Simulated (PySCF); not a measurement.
Sn(H)(Br)2(OH) (Br2H2OSn), SMILES [Br][SnH]([OH])[Br].

Coordinates come from a PBE0-D3(BJ)/def2-SVP optimisation. The structure was generated by enumeration; whether it is a known compound was not checked. The def2 effective core potentials stand for the cores of Sn; spin–orbit coupling is left out. Other conformers were not sampled.

Calculation: PBE/def2-TZVP in PySCF.

Isolated molecule, no solvent.

Task: Estimate the frontier levels, gap, dipole moment and polarisability. (The exact figures need the calculation; the answer reports its results.)

Result: 
The highest occupied level comes out as -7.29 eV and the lowest empty level is -3.15 eV. The orbital gap is 4.14 eV, the dipole moment comes out as 0.54 D and the quadrupole, principal values (traceless, Buckingham form, about the centre of nuclear charge) is -5.00, -3.52, 8.52 D·Å. The mean static polarisability comes out as 84.5 bohr³ (12.51 Å³) and the polarisability, principal values is 69.0, 82.5, 101.9 bohr³.
